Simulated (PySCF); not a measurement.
C₂H₆ClFSn (SMILES [CH3][Sn]([CH3])([F])[Cl]), singlet, at a GFN2-xTB geometry (such geometries of metal compounds can be far from the true shape) (all electrons, no relativity); CASSCF(2,4)/STO-3G (PySCF).

Here is a job for PySCF.
```python
from pyscf import gto, scf, mcscf
import numpy

mol = gto.M(
    atom='''
C     2.016863   -1.133863    0.057765
Sn    0.028103   -0.190009   -0.132399
C    -1.879323   -1.171937   -0.658196
F     0.304461    1.020010   -1.702817
Cl   -0.318720    1.289330    1.618773
H     2.489532   -0.747243    0.953182
H     1.900252   -2.209111    0.122067
H     2.588413   -0.862841   -0.821966
H    -2.502845   -0.421528   -1.130961
H    -2.343335   -1.535673    0.250649
H    -1.684322   -1.987068   -1.344234
''',
    basis='sto-3g',
    charge=0,
    spin=0,
    verbose=4,
)

mf = scf.RHF(mol)
mf.kernel()
mc = mcscf.CASSCF(mf, 4, 2)
mc.fix_spin_(ss=0.0)
mc.conv_tol = 1e-5
mc.kernel()
occ = numpy.linalg.eigvalsh(mc.fcisolver.make_rdm1(mc.ci, mc.ncas, mc.nelecas))[::-1]
ss = mc.fcisolver.spin_square(mc.ci, mc.ncas, mc.nelecas)[0]
print('natural occupations', occ.round(4), ' <S^2>', round(ss, 4))
```

Output, abridged:

```
PySCF version 2.14.0

[INPUT] verbose = 4
[INPUT] num. atoms = 11
[INPUT] num. electrons = 94
[INPUT] charge = 0
[INPUT] spin (= nelec alpha-beta = 2S) = 0
[INPUT] symmetry False subgroup None
[INPUT] Mole.unit = angstrom
[INPUT] Symbol           X                Y                Z      unit          X                Y                Z       unit  Magmom
[INPUT]  1 C      2.016863000000  -1.133863000000   0.057765000000 AA    3.811318700769  -2.142690532778   0.109160029586 Bohr   0.0
[INPUT]  2 Sn     0.028103000000  -0.190009000000  -0.132399000000 AA    0.053106973279  -0.359064971202  -0.250197849166 Bohr   0.0
[INPUT]  3 C     -1.879323000000  -1.171937000000  -0.658196000000 AA   -3.551405769596  -2.214639965244  -1.243810176284 Bohr   0.0
[INPUT]  4 F      0.304461000000   1.020010000000  -1.702817000000 AA    0.575347905611   1.927539544318  -3.217857770254 Bohr   0.0
[INPUT]  5 Cl    -0.318720000000   1.289330000000   1.618773000000 AA   -0.602293510421   2.436480584185   3.059037627841 Bohr   0.0
[INPUT]  6 H      2.489532000000  -0.747243000000   0.953182000000 AA    4.704533658341  -1.412084618498   1.801252926865 Bohr   0.0
[INPUT]  7 H      1.900252000000  -2.209111000000   0.122067000000 AA    3.590955847657  -4.174614768764   0.230673198847 Bohr   0.0
[INPUT]  8 H      2.588413000000  -0.862841000000  -0.821966000000 AA    4.891391667264  -1.630533179046  -1.553290623704 Bohr   0.0
[INPUT]  9 H     -2.502845000000  -0.421528000000  -1.130961000000 AA   -4.729691582237  -0.796572473836  -2.137206547564 Bohr   0.0
[INPUT] 10 H     -2.343335000000  -1.535673000000   0.250649000000 AA   -4.428261368108  -2.902001386889   0.473657963396 Bohr   0.0
[INPUT] 11 H     -1.684322000000  -1.987068000000  -1.344234000000 AA   -3.182907285580  -3.755014310887  -2.540234107329 Bohr   0.0

nuclear repulsion = 635.707292066981
number of shells = 31
number of NR pGTOs = 171
number of NR cGTOs = 57
basis = sto-3g
ecp = {}

******** <class 'pyscf.scf.hf.RHF'> ********
method = RHF
initial guess = minao
damping factor = 0
level_shift factor = 0
DIIS = <class 'pyscf.scf.diis.CDIIS'>
diis_start_cycle = 1
diis_space = 8
diis_damp = 0
SCF conv_tol = 1e-09
SCF conv_tol_grad = None
SCF max_cycles = 50
direct_scf = True
direct_scf_tol = 1e-13
Set gradient conv threshold to 3.16228e-05
Initial guess from minao.
init E= -6576.83114074488
  HOMO = -0.551376834286144  LUMO = -0.209544756999925  gap/eV = 9.30172
cycle= 1 E= -6594.19364378126  delta_E= -17.4  |g|= 0.467  |ddm|= 3.71
  HOMO = -0.166974311753162  LUMO = 0.270439321380433  gap/eV = 11.90263
cycle= 2 E= -6594.32126533494  delta_E= -0.128  |g|= 0.13  |ddm|= 1.13
  HOMO = -0.322976438862782  LUMO = 0.283165598508163  gap/eV = 16.49396
cycle= 3 E= -6594.32956945682  delta_E= -0.0083  |g|= 0.0342  |ddm|= 0.268
  HOMO = -0.337231163965005  LUMO = 0.269486480329832  gap/eV = 16.50963
cycle= 4 E= -6594.33056876311  delta_E= -0.000999  |g|= 0.00958  |ddm|= 0.102
  HOMO = -0.33778444040086  LUMO = 0.269857723141813  gap/eV = 16.53479
cycle= 5 E= -6594.33065213814  delta_E= -8.34e-05  |g|= 0.00165  |ddm|= 0.0346
  HOMO = -0.338007810297227  LUMO = 0.270089350236545  gap/eV = 16.54717
cycle= 6 E= -6594.33065448909  delta_E= -2.35e-06  |g|= 0.000352  |ddm|= 0.00548
  HOMO = -0.337987692171494  LUMO = 0.270069936404948  gap/eV = 16.54609
cycle= 7 E= -6594.33065460903  delta_E= -1.2e-07  |g|= 7.79e-05  |ddm|= 0.00128
  HOMO = -0.337982936917525  LUMO = 0.27007824766662  gap/eV = 16.54619
cycle= 8 E= -6594.33065461566  delta_E= -6.63e-09  |g|= 2.48e-05  |ddm|= 0.000281
  HOMO = -0.337982074804715  LUMO = 0.270079231393011  gap/eV = 16.54619
cycle= 9 E= -6594.33065461655  delta_E= -8.93e-10  |g|= 6.94e-06  |ddm|= 0.000113
  HOMO = -0.337982212289276  LUMO = 0.270078989991003  gap/eV = 16.54619
Extra cycle  E= -6594.3306546166  delta_E= -4.73e-11  |g|= 3.81e-06  |ddm|= 1.76e-05
converged SCF energy = -6594.3306546166

******** <class 'pyscf.mcscf.mc1step.CASSCF'> ********
CAS (1e+1e, 4o), ncore = 46, nvir = 7
max_cycle_macro = 50
max_cycle_micro = 4
conv_tol = 1e-05
conv_tol_grad = None
orbital rotation max_stepsize = 0.02
orbital rotation threshold for CI restart = 0.01
augmented hessian ah_max_cycle = 30
augmented hessian ah_conv_tol = 1e-12
augmented hessian ah_linear dependence = 1e-14
augmented hessian ah_level shift = 1e-08
augmented hessian ah_start_tol = 2.5
augmented hessian ah_start_cycle = 3
augmented hessian ah_grad_trust_region = 3
kf_trust_region = 3
kf_interval = 4
ci_response_space = 4
ci_grad_trust_region = 3
with_dep4 0
natorb = False
canonicalization = True
sorting_mo_energy = False
ao2mo_level = 2
internal_rotation = False
******** <class 'pyscf.fci.addons.SpinPenaltyFCISolver'> ********
max. cycles = 50
conv_tol = 1e-08
davidson only = True
linear dependence = 1e-12
level shift = 0.001
max iter space = 12
nroots = 1
pspace_size = 400
spin = None
CASCI E = -6594.33309909053  S^2 = 0.0000000
Set conv_tol_grad to 0.00316228
macro iter   1 ( 21 JK    4 micro), CASSCF E = -6594.33868464817  dE = -5.58555764e-03  S^2 = 0.0000000
               |grad[o]|=0.00889  |grad[c]|=0.0133  |ddm|=0.0433  |maxRot[o]|= 0.22
macro iter   2 ( 21 JK    4 micro), CASSCF E = -6594.34385524964  dE = -5.17060147e-03  S^2 = 0.0000000
               |grad[o]|=0.0109  |grad[c]|=0.0056  |ddm|=0.0107  |maxRot[o]|=0.201
macro iter   3 ( 21 JK    4 micro), CASSCF E = -6594.34554666437  dE = -1.69141473e-03  S^2 = 0.0000000
               |grad[o]|=0.00783  |grad[c]|=0.00713  |ddm|=0.00435  |maxRot[o]|=0.265
macro iter   4 ( 21 JK    4 micro), CASSCF E = -6594.34617035458  dE = -6.23690214e-04  S^2 = 0.0000000
               |grad[o]|=0.00381  |grad[c]|=0.00244  |ddm|=0.000924  |maxRot[o]|=0.289
macro iter   5 (  9 JK    2 micro), CASSCF E = -6594.34627725822  dE = -1.06903636e-04  S^2 = 0.0000000
               |grad[o]|=0.00176  |grad[c]|=0.00067  |ddm|=0.000651  |maxRot[o]|=0.0979
macro iter   6 (  3 JK    1 micro), CASSCF E = -6594.34627990905  dE = -2.65083600e-06  S^2 = -0.0000000
               |grad[o]|=0.00042  |grad[c]|=5.62e-05  |ddm|=0.000105  |maxRot[o]|=0.00648
1-step CASSCF converged in   6 macro ( 96 JK  19 micro) steps
CASSCF canonicalization
Density matrix diagonal elements [1.96833129 0.0203407  0.00831658 0.00301143]
CASSCF energy = -6594.34627990905
CASCI E = -6594.34627990905  E(CI) = -1.36762407822152  S^2 = -0.0000000
natural occupations [1.9684e+00 3.0400e-02 6.0000e-04 6.0000e-04]  <S^2> -0.0
```
